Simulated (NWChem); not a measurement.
Si2NH6OF; SMILES N[SiH2][Si@@H](O)F

```xyz
11

N     -0.5369     2.4622     0.1408
Si     0.6718     1.2642    -0.2141
Si    -0.0315    -0.9143     0.3072
O     -1.4859    -1.0985    -0.4746
F      1.0264    -2.0330    -0.2387
H     -0.6101     2.8086     1.0910
H     -1.4600     2.3525    -0.2664
H      1.0144     1.2956    -1.6696
H      1.8866     1.6026     0.5890
H     -0.1913    -1.2194     1.7649
H     -1.9930    -1.8954    -0.2905
```
Atoms are numbered in this order, from 1.

Geometry: optimised at PBE0/def2-SVP.

### Question
Give the principal values of the shielding tensors (ppm) of N1, Si2, Si3, O4, F5 from Hartree-Fock/6-31G* (spherical d), GIAO (NWChem), with their diamagnetic and paramagnetic parts as GIAO splits them.

### Answer
```
atom    σ11    σ22    σ33  isotropic  diamagnetic  paramagnetic
----  -----  -----  -----  ---------  -----------  ------------
N1    248.7  270.8  325.8      281.8        324.3         -42.5
Si2   445.7  467.4  533.6      482.2        879.6        -397.4
Si3   420.3  424.9  490.8      445.3        875.9        -430.6
O4    250.0  311.4  331.6      297.6        395.2         -97.5
F5    300.1  392.8  435.6      376.1        474.1         -98.0
```
